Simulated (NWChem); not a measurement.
AsF2, doublet; SMILES F[As]F

```xyz
3

F      1.3031     0.0000    -0.7646
As     0.0000     0.0000     0.3872
F     -1.3031     0.0000    -0.7646
```
Atoms are numbered in this order, from 1.

Program: NWChem. Spin-unrestricted. In the optimisation the excess spin sits in b2 (C2v, its own frame). All runs use the structure optimised with PBE0/def2-SVP, spin-unrestricted. No stability test was run on the SCF state. Principal shifts from the free-electron g value, in parts per thousand; spin-orbit coupling by linear response on scalar ZORA.

For level B3LYP/x2c-SVPall, ZORA:

Δg1 (ppt): -48.14
Δg2 (ppt): -14.12
isotropic Δg (ppt): -20.98

Problem. What are these values for level PBE0/x2c-SVPall, ZORA?

Solution. The Δg1 (ppt) is -46.57. The Δg2 (ppt) is -13.31. The isotropic Δg (ppt) is -20.22.
